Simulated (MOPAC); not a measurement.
MOPAC input (PM6):

```
PM6 PRECISE GNORM=0.05 LET XYZ UHF MS=0.5 GEO-OK AUX(PRECISION=9) THREADS=1
H5O3Si2

O    -0.55277600 1   -1.60874600 1   -0.55111700 1
Si   -0.34115300 1   -0.13499500 1    0.13456900 1
O    -1.62256900 1    0.82745900 1   -0.22466600 1
O    -0.33253200 1   -0.18062200 1    1.78717500 1
Si    1.64020700 1    0.65081100 1   -0.80370800 1
H    -1.40426600 1   -2.04341700 1   -0.44067800 1
H    -1.92868900 1    1.41697700 1    0.47008300 1
H     0.38836800 1   -0.64258700 1    2.22301300 1
H     2.80055100 1   -0.26427500 1   -0.64625600 1
H     2.02029300 1    2.00715200 1   -0.32934000 1
```

Output:

```
 *******************************************************************************
 **                                                                           **
 **                              MOPAC v23.2.5                                **
 **                                                                           **
 *******************************************************************************
 ** MOPAC's Digital Object Identifier: https://doi.org/10.5281/zenodo.6511958 **
 **                                                                           **
 ** Please cite the open-source release paper for use of this MOPAC version:  **
 ** J. E. Moussa and J. J. P. Stewart (2026)                                  **
 ** MOPAC: An open-source semiempirical molecular orbital program             **
 ** J. Open Source Softw., 11(119), 8025, https://doi.org/10.21105/joss.08025 **
 *******************************************************************************

                              PM6 CALCULATION RESULTS

 *******************************************************************************
 *  PM6        - The PM6 Hamiltonian to be used
 *  GEO-OK     - OVERRIDE INTERATOMIC DISTANCE AND OTHER SAFETY CHECKS
 *  UHF        - UNRESTRICTED HARTREE-FOCK CALCULATION
 *  MS=        - IN MECI, MAGNETIC COMPONENT OF SPIN =  0.5
 *  LET        - OVERRIDE SOME SAFETY CHECKS
 *  PRECISE    - TIGHTER CRITERIA TO BE USED
 *  XYZ        - CARTESIAN COORDINATE SYSTEM TO BE USED
 *  GNORM      - EXIT WHEN GRADIENT NORM DROPS BELOW 0.050
 *  AUX        - OUTPUT AUXILIARY INFORMATION
 *******************************************************************************
PM6 PRECISE GNORM=0.05 LET XYZ UHF MS=0.5 GEO-OK AUX(PRECISION=9) THREADS=1
 H5O3Si2

   ATOM   CHEMICAL          X               Y               Z
  NUMBER   SYMBOL      (ANGSTROMS)     (ANGSTROMS)     (ANGSTROMS)

     1       O         -0.55277600  *  -1.60874600  *  -0.55111700  *
     2      Si         -0.34115300  *  -0.13499500  *   0.13456900  *
     3       O         -1.62256900  *   0.82745900  *  -0.22466600  *
     4       O         -0.33253200  *  -0.18062200  *   1.78717500  *
     5      Si          1.64020700  *   0.65081100  *  -0.80370800  *
     6       H         -1.40426600  *  -2.04341700  *  -0.44067800  *
     7       H         -1.92868900  *   1.41697700  *   0.47008300  *
     8       H          0.38836800  *  -0.64258700  *   2.22301300  *
     9       H          2.80055100  *  -0.26427500  *  -0.64625600  *
    10       H          2.02029300  *   2.00715200  *  -0.32934000  *

          CARTESIAN COORDINATES

    NO.       ATOM           X           Y           Z

     1         O         -0.5528     -1.6087     -0.5511
     2        Si         -0.3412     -0.1350      0.1346
     3         O         -1.6226      0.8275     -0.2247
     4         O         -0.3325     -0.1806      1.7872
     5        Si          1.6402      0.6508     -0.8037
     6         H         -1.4043     -2.0434     -0.4407
     7         H         -1.9287      1.4170      0.4701
     8         H          0.3884     -0.6426      2.2230
     9         H          2.8006     -0.2643     -0.6463
    10         H          2.0203      2.0072     -0.3293

 General Reference for PM6:
 "Optimization of Parameters for Semiempirical Methods V: Modification of NDDO Approximations
 and Application to 70 Elements", J. J. P. Stewart, J. Mol. Mod., 13, 1173-1213 (2007)
 URL: https://link.springer.com/article/10.1007/s00894-007-0233-4

           Empirical Formula: H5 O3 Si2  =    10 atoms

      MOLECULAR POINT GROUP   :   C1

          UHF CALCULATION, NO. OF ALPHA ELECTRONS =   16
                           NO. OF BETA  ELECTRONS =   15

          Geometry optimization using EF

          DIAGONAL MATRIX USED AS START HESSIAN

 CYCLE:     1  GRAD.:    79.471 HEAT: -174.1943
 CYCLE:     2  GRAD.:    60.469 HEAT: -181.3572
 CYCLE:     3  GRAD.:    99.117 HEAT: -185.0762
 CYCLE:     4  GRAD.:    90.779 HEAT: -190.6176
 CYCLE:     5  GRAD.:   131.460 HEAT: -192.3177
 CYCLE:     6  GRAD.:   123.388 HEAT: -192.1889
 CYCLE:     7  GRAD.:    88.772 HEAT: -196.9132
 CYCLE:     8  GRAD.:   194.963 HEAT: -185.0524
 CYCLE:     9  GRAD.:    80.193 HEAT: -199.5038
 CYCLE:    10  GRAD.:   105.644 HEAT: -195.4574
 CYCLE:    11  GRAD.:    30.261 HEAT: -203.1202
 CYCLE:    12  GRAD.:    42.897 HEAT: -202.6632
 CYCLE:    13  GRAD.:    10.883 HEAT: -204.0190
 CYCLE:    14  GRAD.:    10.131 HEAT: -204.1929
 CYCLE:    15  GRAD.:    11.950 HEAT: -204.4231
 CYCLE:    16  GRAD.:     9.190 HEAT: -204.5669
 CYCLE:    17  GRAD.:     7.641 HEAT: -204.6181
 CYCLE:    18  GRAD.:     4.562 HEAT: -204.6637
 CYCLE:    19  GRAD.:     2.094 HEAT: -204.6859
 CYCLE:    20  GRAD.:     1.385 HEAT: -204.7039
 CYCLE:    21  GRAD.:     1.001 HEAT: -204.7101
 CYCLE:    22  GRAD.:     0.780 HEAT: -204.7136
 CYCLE:    23  GRAD.:     0.770 HEAT: -204.7176
 CYCLE:    24  GRAD.:     0.771 HEAT: -204.7212
 CYCLE:    25  GRAD.:     0.640 HEAT: -204.7241
 CYCLE:    26  GRAD.:     0.434 HEAT: -204.7260
 CYCLE:    27  GRAD.:     0.289 HEAT: -204.7269
 CYCLE:    28  GRAD.:     0.193 HEAT: -204.7273
 CYCLE:    29  GRAD.:     0.143 HEAT: -204.7275
 CYCLE:    30  GRAD.:     0.145 HEAT: -204.7276
 CYCLE:    31  GRAD.:     0.198 HEAT: -204.7278
 CYCLE:    32  GRAD.:     0.295 HEAT: -204.7282
 CYCLE:    33  GRAD.:     0.496 HEAT: -204.7292
 CYCLE:    34  GRAD.:     0.566 HEAT: -204.7303
 CYCLE:    35  GRAD.:     0.516 HEAT: -204.7316
 CYCLE:    36  GRAD.:     0.291 HEAT: -204.7320
 CYCLE:    37  GRAD.:     0.180 HEAT: -204.7323
 CYCLE:    38  GRAD.:     0.099 HEAT: -204.7324
 CYCLE:    39  GRAD.:     0.099 HEAT: -204.7325
 CYCLE:    40  GRAD.:     0.088 HEAT: -204.7325
 CYCLE:    41  GRAD.:     0.067 HEAT: -204.7326
 CYCLE:    42  GRAD.:     0.046 HEAT: -204.7326

     GRADIENT =  0.04628 IS LESS THAN CUTOFF =  0.05000

 -------------------------------------------------------------------------------
 PM6 PRECISE GNORM=0.05 LET XYZ UHF MS=0.5 GEO-OK AUX(PRECISION=9) THREADS=1
 H5O3Si2

     GEOMETRY OPTIMISED USING EIGENVECTOR FOLLOWING (EF).
     SCF FIELD WAS ACHIEVED

                              PM6 CALCULATION
                                                       MOPAC v23.2.5 Linux

          FINAL HEAT OF FORMATION =       -204.73260 KCAL/MOL =    -856.60120 KJ/MOL

          COSMO AREA              =        130.60 SQUARE ANGSTROMS
          COSMO VOLUME            =        122.05 CUBIC ANGSTROMS

          GRADIENT NORM           =          0.04628          =       0.01463 PER ATOM
          IONIZATION POTENTIAL    =          6.589128 EV
          ALPHA SOMO LUMO (EV)    =         -6.589  0.364
          BETA  SOMO LUMO (EV)    =         -9.432 -1.097
          NO. OF ALPHA ELECTRONS  =         16
          NO. OF BETA  ELECTRONS  =         15
          MOLECULAR WEIGHT        =        109.2087         POINT GROUP:  Cs

          MOLECULAR DIMENSIONS (Angstroms)

            Atom       Atom       Distance
            H     9    H     7     5.13291
            H    10    H     6     5.02888
           Si     5    H     8     3.39374

          SCF CALCULATIONS        =         43

   ATOM   CHEMICAL          X               Y               Z
  NUMBER   SYMBOL      (ANGSTROMS)     (ANGSTROMS)     (ANGSTROMS)

     1       O         -0.63454558  *  -1.52510892  *  -0.51255304  *
     2      Si         -0.33718450  *  -0.13621110  *   0.16856645  *
     3       O         -1.45081444  *   0.94263676  *  -0.10951784  *
     4       O         -0.03121741  *  -0.28610023  *   1.70714226  *
     5      Si          1.42389873  *   0.59509756  *  -0.75088722  *
     6       H         -0.90191859  *  -2.31807230  *  -0.83750860  *
     7       H         -2.15970237  *   1.48303059  *  -0.21619244  *
     8       H          0.01353061  *  -0.41608199  *   2.59528699  *
     9       H          2.62235612  *  -0.32002724  *  -0.69333021  *
    10       H          1.86386014  *   1.97364522  *  -0.32328155  *

                             CARTESIAN COORDINATES

   1    O       -0.634545582    -1.525108925    -0.512553042
   2   Si       -0.337184499    -0.136211103     0.168566454
   3    O       -1.450814437     0.942636760    -0.109517841
   4    O       -0.031217407    -0.286100235     1.707142262
   5   Si        1.423898727     0.595097565    -0.750887221
   6    H       -0.901918585    -2.318072296    -0.837508600
   7    H       -2.159702371     1.483030585    -0.216192445
   8    H        0.013530606    -0.416081986     2.595286991
   9    H        2.622356119    -0.320027239    -0.693330206
  10    H        1.863860137     1.973645217    -0.323281549

           Empirical Formula: H5 O3 Si2  =    10 atoms

      MOLECULAR POINT GROUP   :   Cs

          ALPHA EIGENVALUES
 -30.61097 -30.60007 -30.05030 -22.38567 -19.37736 -19.34786 -18.32384 -14.66386
 -14.63458 -14.54118 -13.67966 -13.61821 -12.38740 -11.20280  -9.62529  -6.58913
   0.36363   0.49822   0.62453   1.64944   1.66050   2.07681   2.58100   2.62885
   2.63098   2.96106   3.02975   3.57728   4.35309   4.53896   4.59017   4.98650
   6.48333   6.66426   6.67876

           BETA EIGENVALUES
 -30.57543 -30.55879 -30.01147 -22.31665 -19.31621 -19.31165 -17.71761 -14.61845
 -14.57914 -14.44376 -13.61724 -13.50161 -12.33751 -11.08311  -9.43247  -1.09739
   0.49733   0.57114   0.93451   1.74210   1.96301   2.17681   2.61911   2.66247
   2.75775   3.06786   3.15310   3.75210   4.48251   4.58797   4.65276   5.06736
   6.50268   6.69345   6.69937

              NET ATOMIC CHARGES AND DIPOLE CONTRIBUTIONS

  ATOM NO.   TYPE          CHARGE      No. of ELECS.   s-Pop       p-Pop       d-Pop
    1          O          -0.454972        6.4550     1.55782     4.89715
    2         Si           0.258505        3.7415     0.97669     1.22952     1.53529
    3          O          -0.455006        6.4550     1.55785     4.89716
    4          O          -0.458532        6.4585     1.56001     4.89853
    5         Si           0.045627        3.9544     1.37453     2.28622     0.29361
    6          H           0.347496        0.6525     0.65250
    7          H           0.347497        0.6525     0.65250
    8          H           0.346976        0.6530     0.65302
    9          H           0.011210        0.9888     0.98879
   10          H           0.011200        0.9888     0.98880
 DIPOLE           X         Y         Z       TOTAL
 POINT-CHG.    -0.327    -0.134     0.156     0.386
 HYBRID        -1.299    -0.585     0.959     1.717
 SUM           -1.626    -0.719     1.115     2.098

          ATOMIC ORBITAL ELECTRON POPULATIONS

     Atom    s        px        py        pz      x^2-y^2     xz        z^2       yz        xy
    1  O   1.55782   1.73626   1.44471   1.71618
    2 Si   0.97669   0.43256   0.39704   0.39992   0.30460   0.30827   0.30665   0.30410   0.31166
    3  O   1.55785   1.51538   1.60280   1.77898
    4  O   1.56001   1.75412   1.78736   1.35704
    5 Si   1.37453   0.76759   0.76025   0.75838   0.07064   0.02781   0.04938   0.02619   0.11959
    6  H   0.65250
    7  H   0.65250
    8  H   0.65302
    9  H   0.98879
   10  H   0.98880

                    (SZ)    =    0.500000
                    (S**2)  =    0.752005

          ATOMIC ORBITAL SPIN POPULATIONS

    Atom   Total    s     px     py     pz   x^2-y^2  xz     z^2    yz     xy
         Atomic
    1  O  0.0106  0.002  0.001  0.000  0.008
    2 Si  0.0261  0.023  0.000 -0.001 -0.005  0.006 -0.008  0.010 -0.002  0.003
    3  O  0.0105  0.002  0.000  0.002  0.007
    4  O  0.0205  0.009  0.007  0.002  0.003
    5 Si  0.9136  0.126  0.044  0.015  0.693 -0.002  0.006  0.029  0.003 -0.001
    6  H  0.0010  0.001
    7  H  0.0010  0.001
    8  H  0.0030  0.003
    9  H  0.0068  0.007
   10  H  0.0069  0.007

 **********************
 *                    *
 * JOB ENDED NORMALLY *
 *                    *
 **********************

 == MOPAC DONE ==
```

The geometry given is a B3LYP-D3(BJ)/def2-TZVP minimum.
